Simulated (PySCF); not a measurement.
# Converging RbBe⁺ in the basis (r²SCAN)

PySCF, UKS reference; singlet, unpaired electrons none; De to Rb⁺ + Be without counterpoise correction.

```csv
basis,relativity,functions,Re (Å),ωe (cm⁻¹),De (eV),μ (D)
def2-SVP,scalar-relativistic core potentials,33,3.770,115,0.18,0.54
def2-TZVP,scalar-relativistic core potentials,52,3.760,112,0.18,0.49
x2c-SVPall,spin-free X2C,59,3.737,112,0.22,0.64
```

**Question.** How does each smaller set differ from the one with most functions, x2c-SVPall?

**Answer.** def2-SVP: +3.3 pm, +2.7 % in ωe, -0.04 eV in De; def2-TZVP: +2.3 pm, +0.0 % in ωe, -0.04 eV in De. All at r²SCAN; the set with most functions is neither the basis-set limit nor always the best. The rows treat relativity differently, so the differences are not basis effects alone.

A positive dipole points towards Be; it is taken about the centre of mass and depends on that origin. Closed-shell solutions of metal pairs were not tested for spin polarisation, which can lower them a little. The bond is weak. Basis-set superposition, not corrected here, can be much of De in a small basis, most of all at correlated wavefunction levels. For an ion De counts to the pair picked by the measured ionisation energies or electron affinities, which need not be the lowest pair at this level.
